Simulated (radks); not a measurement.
All-electron atom: Tc2+ in [Kr] 4d5 (the NIST ground configuration). Calculated with a radial shooting solver on a logarithmic mesh with Libxc functionals: non-relativistic Kohn-Sham, PBE, spin-unpolarised, spherical densities, point nucleus; relativity is left out, which matters for an element this heavy.

Unscreened Slater integrals over Kohn-Sham orbitals (eV).

integral,value
"F0(4d,4d)",15.424
"F2(4d,4d)",7.6827
"F4(4d,4d)",5.0015
"F0(4d,4p)",17.524
"F2(4d,4p)",8.5458
"G1(4d,4p)",10.664
"G3(4d,4p)",6.4939
"F0(4d,4s)",18.025
"G2(4d,4s)",7.7787
"F0(4d,3d)",21.010
"F2(4d,3d)",3.7187
"F4(4d,3d)",1.5889
"G0(4d,3d)",1.1705
"G2(4d,3d)",1.3237
"G4(4d,3d)",0.99830
"F0(4p,4p)",20.727
"F2(4p,4p)",10.899
"F0(4p,4s)",21.568
"G1(4p,4s)",14.706
"F0(4p,3d)",26.914
"F2(4p,3d)",6.1429
"G1(4p,3d)",1.9481
"G3(4p,3d)",1.8849
"F0(4s,4s)",22.529
"F0(4s,3d)",28.817
"G2(4s,3d)",2.2426
"F0(3d,3d)",62.188
"F2(3d,3d)",30.757
"F4(3d,3d)",19.569

Derived for the open shells (J is the average intra-shell exchange parameter used in DFT+U). 4d: Racah B = F2/49 - 5 F4/441 = 0.1001 eV, C = 35 F4/441 = 0.3969 eV, C/B = 3.97, F4/F2 = 0.651, J = (F2 + F4)/14 = 0.9060 eV.
